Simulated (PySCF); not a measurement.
The same groups moved round the core (trisilane hydroxy+silyl). Isolated molecules, 0 K electronic values unless said otherwise. One relaxed conformer stands for each flexible species; it need not be the lowest. Strings in code marks are SMILES.

Level of theory: PBE0-D3(BJ)/def2-TZVP in PySCF 2.14.0. All candidates: neutral, multiplicity 1. Excitations are Tamm–Dancoff values on a coarser integration grid. The basis has no diffuse functions, so Rydberg states are missing or too high.

```
Quantity                                       Result
-------------------------------------------  --------
HOMO                                         -7.82 eV
brightest of the four lowest singlets (TDA)   6.02 eV
T1 excitation (TDA)                           5.27 eV
```

### Question
Name which member has these values.
(A) `O[Si@@H]([SiH3])[SiH2][SiH3]` (H–O–Si–Si torsion 56°, Si–Si–Si–Si torsion 172°)
(B) `O[SiH2][SiH]([SiH3])[SiH3]` (H–O–Si–Si torsion 180°, O–Si–Si–Si torsion -62°)
(C) `O[SiH2][SiH2][SiH2][SiH3]`

### Answer
B, `O[SiH2][SiH]([SiH3])[SiH3]` (H–O–Si–Si torsion 180°, O–Si–Si–Si torsion -62°). The others give `O[SiH2][SiH2][SiH2][SiH3]`: -7.76 eV, 6.53 eV, 5.32 eV; `O[Si@@H]([SiH3])[SiH2][SiH3]` (H–O–Si–Si torsion 56°, Si–Si–Si–Si torsion 172°): -7.45 eV, 6.35 eV, 4.67 eV
